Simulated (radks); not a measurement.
Task: The palladium ion Pd39+, [He] 2s2 2p3. Calculated with a radial shooting solver on a logarithmic mesh with Libxc functionals: non-relativistic Kohn-Sham, exchange-only B88, spin-polarised, spherical densities, point nucleus. Every spin shell is full or empty, so the densities are truly spherical. Functionals are evaluated on that one density, not self-consistently. Rank these orbital-free kinetic functionals by their error against the exact value of the orbitals, and give that value: Thomas-Fermi, von Weizsacker, TF + vW, TF + vW/9, TF + vW/5, APBEK, revAPBEK, Perdew 92, PG1, DePristo-Kress.

Result: Exact: 3243.06 hartree. From best to worst, with 100 (|E| - |E exact|)/|E exact| (equal figures are ties): APBEK +0.02, Perdew 92 -0.42, TF + vW/9 -0.44, DePristo-Kress -0.46, revAPBEK +0.50, TF + vW/5 +5.58, Thomas-Fermi -7.95, PG1 +30.33, von Weizsacker -32.37, TF + vW +59.68.
